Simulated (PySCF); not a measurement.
Constitutional and geometric isomers with formula CH4OSi. Isolated molecules, 0 K electronic values unless said otherwise. One relaxed conformer stands for each flexible species; it need not be the lowest. Strings in code marks are SMILES.

Quantity: electronic energy of isomers of CH4OSi relative to `C[SiH]=O`, in kJ/mol.

A: `C1O[SiH2]1`
B: `O=C[SiH3]`
C: `OC=[SiH2]` (H–O–C–Si torsion 15°)
D: `C=[SiH]O` (C–Si–O–H torsion 0°)

### Question
Put the candidates in order of electronic energy of isomers of CH4OSi relative to `C[SiH]=O`, lowest first, for SVWN5/6-31G* // B3LYP-D3(BJ)/def2-TZVP (PySCF).

### Answer
D (70.3 kJ/mol), A (87.7 kJ/mol), B (123.7 kJ/mol), C (197.3 kJ/mol)
